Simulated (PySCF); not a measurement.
HfI₃, SMILES [I][Hf]([I])[I] (connectivity only; charge and spin as stated), neutral, multiplicity 2.

Geometry: PBE-D3(BJ)/def2-SVP. The multiplicity is an assumed one; no other spin state was optimised. The isomer is the one that the SMILES or the coordinates give; other isomers of the formula were not compared. The def2 effective core potentials stand for the cores of Hf, I; spin–orbit coupling is left out.

All values below come from PBE-D3(BJ)/def2-SVP (PySCF 2.14.0).

Frequencies are harmonic and unscaled.

Modes within 1.5 cm⁻¹ of each other (mostly degenerate sets) share a row, with their intensities summed.

Computed harmonic wavenumbers and intensities:
```json
[
 {"mode": "1", "ν (cm⁻¹)": "33", "IR (km/mol)": "0.5", "moving atoms (share of kinetic energy)": "Hf 68 %, I 32 %"},
 {"mode": "2–3", "ν (cm⁻¹)": "37", "IR (km/mol)": "0.0", "moving atoms (share of kinetic energy)": "I 86 %, Hf 14 %"},
 {"mode": "4", "ν (cm⁻¹)": "156", "IR (km/mol)": "0.0", "moving atoms (share of kinetic energy)": "I 100 %"},
 {"mode": "5–6", "ν (cm⁻¹)": "214", "IR (km/mol)": "58.8", "moving atoms (share of kinetic energy)": "Hf 54 %, I 46 %"}
]
```
